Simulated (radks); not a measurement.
The numbers below are computed, except where a source is named.
Task: Mn VIII, 18 electrons, occupied as [Ar] (the NIST ground configuration). Code: a radial shooting solver on a logarithmic mesh with Libxc functionals. Model: scalar-relativistic Kohn-Sham, BLYP, spin-polarised, spherical densities, finite nucleus; Fermi nuclear charge, rms radius 3.7057 fm. Some entries of the table are withheld. Estimate them.

| orbital | occ. | eigenvalue (hartree) | <r^2> (bohr^2) | <r> (bohr) |
|---|---|---|---|---|
| 1s | 2 | -241.6200 | 0.004990 | 0.06091 |
| 2s | 2 | -32.75470 | 0.09197 | 0.2791 |
| 2p | 6 | -28.57446 | 0.07487 | 0.2468 |
| 3s | 2 | -7.92078 | 0.7197 | 0.7937 |
| 3p | 6 | -6.71763 | 0.7638 | 0.8118 |
| 3d | 0 | -4.85261 | 0.7972 | 0.8183 |
| 4s | 0 | (1) | (2) | 1.783 |
| 4p | 0 | -2.80572 | 4.003 | 1.887 |

Result: 
(1) 4s eigenvalue (hartree): -3.18273
(2) 4s <r^2> (bohr^2): 3.558
